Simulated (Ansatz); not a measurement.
Job for Ansatz (a quantum-chemistry and plane-wave program): R-RI-MP2/cc-pV(D+d)Z on H2O (SMILES O). The basis file is the Basis Set Exchange's JSON of that set.

Ansatz 0.2 input:
```yaml
crystal:
  periodic: [false, false, false]
  atoms:
    - {symbol: O, position_ang: [0.00000000, -0.00000000, 0.40073248]}
    - {symbol: H, position_ang: [-0.00000000, 0.75701187, -0.20041624]}
    - {symbol: H, position_ang: [-0.00000000, -0.75701187, -0.20041624]}
basis:
  gaussian:
    orbitals: cc-pV_D+d_Z.json
    fitting: {mean_field: def2-universal-JKFIT, correlation: cc-pVDZ-RIFIT.json}
magnetization: {spin_polarized: false}
correlation: {method: mp2, electrons: outside_noble_gas}
scf: {lower_state_search: off}
```

The log:

```
WARN ansatz: RAYON_NUM_THREADS=8 ignored (pool sized by the plan → 8); use --threads N
Functional definition: HF
these checks for a lower state are left out or cut short: stability, starts, cluster_reference, orbital_swaps, neighbouring_geometries, increment
integrals: 0.00 GiB planned
113 factors; integrals over basis functions are off by at most 2.1e-1 eV
84 factors; integrals over basis functions are off by at most 6.8e-1 eV
mean field: 0.04 GiB planned
mean field evaluation 1: about -2067.1803 eV, gradient 3.0e1 eV
mean field evaluation 2: about -2068.3301 eV, gradient 1.7e1 eV
mean field evaluation 4: about -2068.7763 eV, gradient 3.2e-1 eV
mean field evaluation 8: about -2068.7767 eV, gradient 1.6e-6 eV
mean field -2068.77670096 eV, -76.0261414932 hartree, gradient 1.6e-6 eV, S^2 0.000000; 0 other end points of the search recorded, 0 dependent functions left out
1 core orbitals not correlated
reference -2068.77670096 eV, -76.0261414932 hartree; 4, 4 occupied and 19, 19 virtual orbitals, 84 factors
second order -5.50772365 eV of doubles, -0.00000000 eV of singles
Total energy: -2074.28442461 eV, -76.2285466041 hartree
Checks for a lower state left out: stability, starts, cluster_reference, orbital_swaps, neighbouring_geometries, increment
```

Self-consistency was reached.

Cost: very roughly 0.3 core-seconds.
